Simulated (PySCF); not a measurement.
C3H6FNSi, SMILES C(#N)CC[SiH2]F. Heavy atoms are numbered as in [N:1]#[C:2][CH2:3][CH2:4][SiH2:5][F:6]. Hydrogens are named by the atom that carries them.

Geometry: B3LYP-D3(BJ)/def2-SVP. The structure was generated by enumeration, and PubChem lists no compound with its InChIKey, so it may never have been made. The values are those of a single conformer.

All values below come from ωB97X/def2-TZVP (PySCF).

ESP charges are fitted to the potential on shells at 1.4 to 2.0 van der Waals radii. Atomic charges (e), one atom of each kind:

```tsv
atom	ESP fit	IAO	Löwdin	Mulliken
N1	-0.46	-0.25	0.05	-0.07
C2	0.34	0.13	[?]	-0.22
C3 (CH2)	-0.22	-0.28	[?]	-0.08
C4 (CH2)	-0.24	-0.57	-0.37	-0.37
Si5 (SiH2)	0.55	1.14	[?]	0.53
F6	-0.30	-0.55	-0.03	-0.34
H on C3	0.13	0.17	[?]	0.17
H on C4	0.12	0.16	0.15	0.15
H on Si5	-0.09	-0.16	-0.04	-0.05
```

**Question.** Complete the blanks. (The exact figures need the calculation; the answer reports its results.)

**Answer.** 
- C2, Löwdin: -0.20
- C3 (CH2), Löwdin: -0.26
- Si5 (SiH2), Löwdin: 0.24
- H on C3, Löwdin: 0.17

**Question.** Give the Mayer and Wiberg (Löwdin basis) orders of the bonds. (Estimate from the structure and the level; the computed values follow.)

**Answer.** 
```json
[
 {"bond": "N1–C2", "Mayer": "3.05", "Wiberg": "3.33"},
 {"bond": "C2–C3", "Mayer": "0.91", "Wiberg": "1.29"},
 {"bond": "C3–C4", "Mayer": "0.93", "Wiberg": "1.22"},
 {"bond": "C4–Si5", "Mayer": "0.95", "Wiberg": "1.12"},
 {"bond": "Si5–F6", "Mayer": "1.06", "Wiberg": "1.68"}
]
```
